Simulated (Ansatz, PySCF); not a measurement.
Al(F)(Br)(OMe) (CH3AlBrFO), SMILES C[O][Al]([F])[Br]. Atoms are numbered in the order given.

```xyz
8

Al     0.6792    -0.5166     0.0000
F      2.3329    -0.5060     0.0000
Br    -0.4292     1.4315     0.0000
O     -0.1129    -1.9937     0.0000
C     -1.4226    -2.4922     0.0000
H     -1.5906    -3.1213    -0.8914
H     -1.5906    -3.1213     0.8914
H     -2.1828    -1.6893     0.0000
```
Charge 0, spin multiplicity 1.

Geometry: B3LYP-D3(BJ)/def2-SVP. One conformer was computed; it need not be the lowest.

Vertical ionisation energy (IE) and electron affinity (EA) in eV. Rows of orbital energies are one-electron estimates. Where ΔSCF, EOM or ADC give a negative EA the extra electron is unbound and the value depends on the basis.

| level | IE | EA |
|---|---|---|
| −ε(HOMO), −ε(LUMO), PBE/def2-TZVP (PySCF) | (withheld) | (withheld) |
| ΔSCF, PBE0/def2-TZVPD (Ansatz), final states of multiplicity 2 and 2 | 10.72 | 0.01 |

Some entries are withheld; supply them. (The exact figures need the calculation; the answer reports its results.)


- −ε(HOMO), −ε(LUMO), PBE/def2-TZVP (PySCF), IE: 7.12
- −ε(HOMO), −ε(LUMO), PBE/def2-TZVP (PySCF), EA: 1.96

What vertical singlet–triplet gap does ΔSCF give with PBE0/def2-TZVPD (Ansatz, a first-principles code)? (The exact figures need the calculation; the answer reports its results.)

5.85 eV (triplet above singlet where positive).
